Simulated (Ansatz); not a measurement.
FGaH5NSSi (`[NH2][Ga]([SH])[SiH2]F`), charge 0, multiplicity 1.

(1) Give a relaxed structure at PBE0-D4/def2-TZVP (the Gaussian-basis code of Ansatz). (Estimate.)

Answers

(1) Ansatz gave: 
```xyz
10

N     0.169   -0.232    1.867
Ga    0.280    0.388    0.168
S     1.431    2.248   -0.163
Si   -0.775   -0.757   -1.662
F    -1.547   -2.049   -1.089
H     0.587    0.205    2.670
H    -0.335   -1.068    2.108
H     1.758    2.406    1.130
H    -1.777    0.093   -2.358
H     0.208   -1.234   -2.671
```
Point group Cs.
This is one stationary point; other conformers may exist.
